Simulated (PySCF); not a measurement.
# How methods differ on the excitation energy of Sn²⁺

Sn²⁺ [Kr] 4d10 5s2 (1S) → Sn²⁺ [Kr] 4d10 5s1 5p1 (3P), as a difference of total energies. Calculation: PySCF 2.14, in x2c-QZVPPall; the spin-free X2C one-electron Hamiltonian (Gaussian nucleus). Correlated levels: valence: [Kr] 4d10 frozen; valence and next inner shell: [Ar] 3d10 frozen. The calculations carry no spin-orbit coupling.

| method | excitation energy (cm⁻¹) |
| --- | --- |
| UHF | 45205 |
| LDA | 61557 |
| PBE | 59447 |
| PBE0 | 56498 |
| r2SCAN | 55116 |
| MP2 (valence) | 50369 |
| SCS-MP2 (valence) | 51834 |
| MP2 (valence and next inner shell) | 58602 |
| SCS-MP2 (valence and next inner shell) | 58749 |

A first-order spin-orbit estimate (lowest level to lowest level, LS coupling) adds -0.407 eV.

The basis was made for the ground configuration and has no added diffuse functions, so the excitation energy can come out too high.
